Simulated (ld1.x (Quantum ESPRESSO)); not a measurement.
**Configuration tests for Se (RRKJ)**

* Element: selenium
* Generator: ld1.x (Quantum ESPRESSO) 7.5
* Type: norm-conserving RRKJ (Kleinman–Bylander form)
* Functional: BP86
* Relativity: scalar-relativistic
* Frozen core: [Ar] 3d10
* Valence charge: 6
* Reference configuration: 4s1 4p5
* Partial waves: 4p (bound): rc 1.45 bohr; 4s (bound): rc 1.55 bohr
* Local potential: the s channel
* Core correction: a·sin(br)/r model core inside 0.75 bohr

Energies are relative to the spin-unpolarised reference configuration 4s1 4p5; without spin polarisation the order of configurations can differ from experiment. The frozen-core shift is the all-electron ΔE with the core orbitals held at their reference shape minus the fully relaxed ΔE.

(1) Give the all-electron excitation energy and the error of the potential for: 4s2 4p4; 4s2 4p3; 4s2 4p2; 4s2 4p4.3; 4s1 4p4; 4s2 4p0; 4s0 4p6.

## Answers

(1)

| valence configuration | charge | ΔE all-electron (eV) | error AE − PS (meV) | frozen-core shift (meV) |
| --- | --- | --- | --- | --- |
| 4s2 4p4 | 0 | -10.906 | -6.1 | +5.0 |
| 4s2 4p3 | +1 | 0.058 | -5.2 | +1.9 |
| 4s2 4p2 | +2 | 20.545 | -10 | +11 |
| 4s2 4p4.3 | -0.3 | -12.533 | -6.4 | +5.9 |
| 4s1 4p4 | +1 | 11.617 | -4.0 | +4.2 |
| 4s2 4p0 | +4 | 93.955 | -90 | +215 |
| 4s0 4p6 | 0 | 11.113 | -8.7 | +5.6 |
